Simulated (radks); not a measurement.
The numbers below are computed, except where a source is named.
Q: Spherical quantum dot in the effective-mass picture: electrons in a parabolic well V = omega^2 r^2 / 2 with omega = 0.117, with a point charge +2 (a donor) at the centre, all in effective atomic units (hartree* = m*/eps^2 hartree, bohr* = eps/m* bohr), one dielectric constant everywhere. Level of theory: non-relativistic Kohn-Sham, exchange-only LDA, spin-polarised, spherical densities (a radial shooting solver with Libxc functionals). Levels are named by radial order and angular momentum (1s, 1p, 1d, 2s, ...), and open shells are averaged over m. At N = 38 the configuration is 1s2 1p6 1d10 2s2 1f14 2p(up 3, down 0) 3s(up 1, down 0). Does electron 39 go into 1g down or 3s down or 1g up?

A: Into 3s down. The total energies of the other choices lie higher by 0.0162 hartree* (1g up), 0.0189 hartree* (1g down).
